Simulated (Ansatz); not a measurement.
System: BNH3Br, charge 0, singlet. BNH3Br (SMILES NBBr).
B3LYP-D3(BJ)/def2-TZVP minimum from Ansatz (a first-principles code):
```
B
N 1 1.3817
H 2 1.0068 1 122.13
H 2 1.0073 3 114.43 1 -180.00
H 1 1.1846 2 122.15 3 0.00
Br 1 1.9441 5 118.22 2 180.00
```
Charge 0, spin multiplicity 1.

Total energies in hartree (Ansatz). Radicals and triplets start from unrestricted determinants; spin-orbit coupling is neglected. Correlated methods leave the cores frozen (noble-gas shells, and filled d and f shells in the p block). No relativity. For partners of very few electrons the exact lower level stands in for a higher one. Spin-orbit terms, left out, reach several kcal/mol for Br and I, and more for heavier atoms.

| species | HF/cc-pVTZ | CCSD(T)/cc-pVTZ | HF/cc-pVQZ | CCSD(T)/cc-pVQZ | CCSDT(Q)/cc-pVTZ |
|---|---|---|---|---|---|
| 1: BNH3Br (SMILES BrBN) | -2653.45985 | -2653.98668 | -2653.46873 | -2654.03348 | -2653.98826 |
| 2: B (doublet) | -24.53207 | -24.59810 | -24.53297 | -24.60084 | -24.59852 |
| 3: H (doublet) | -0.49981 | -0.49981 | -0.49995 | -0.49995 | -0.49981 |
| 4: Br (doublet) | -2572.44509 | -2572.60263 | -2572.44802 | -2572.62195 | -2572.60328 |
| 5: N (quartet) | -54.40069 | -54.51471 | -54.40372 | -54.52482 | -54.51507 |

Work out the atomisation energy (electronic, to ground-state atoms) in kcal/mol: take Hartree-Fock from cc-pVQZ, extrapolate the CCSD(T) correlation energy as X^-3 (X = 3, 4), and add CCSDT(Q) - CCSD(T) in cc-pVTZ. 1 hartree = 627.51 kcal/mol.


Species 1: correlation (64·(-0.56475) - 27·(-0.52683))/37 = -0.59242; step -0.00158; E1 = -2653.46873 + (-0.59242) + (-0.00158) = -2654.06273
Species 2: correlation (64·(-0.06787) - 27·(-0.06603))/37 = -0.06921; step -0.00042; E2 = -24.53297 + (-0.06921) + (-0.00042) = -24.60260
Species 3: correlation (64·(0.00000) - 27·(0.00000))/37 = 0.00000; step +0.00000; E3 = -0.49995 + (0.00000) + (+0.00000) = -0.49995
Species 4: correlation (64·(-0.17393) - 27·(-0.15754))/37 = -0.18589; step -0.00065; E4 = -2572.44802 + (-0.18589) + (-0.00065) = -2572.63456
Species 5: correlation (64·(-0.12110) - 27·(-0.11402))/37 = -0.12627; step -0.00036; E5 = -54.40372 + (-0.12627) + (-0.00036) = -54.53035
-1·E1 +1·E2 +3·E3 +1·E4 +1·E5 = 0.79537 hartree = 499.1 kcal/mol.
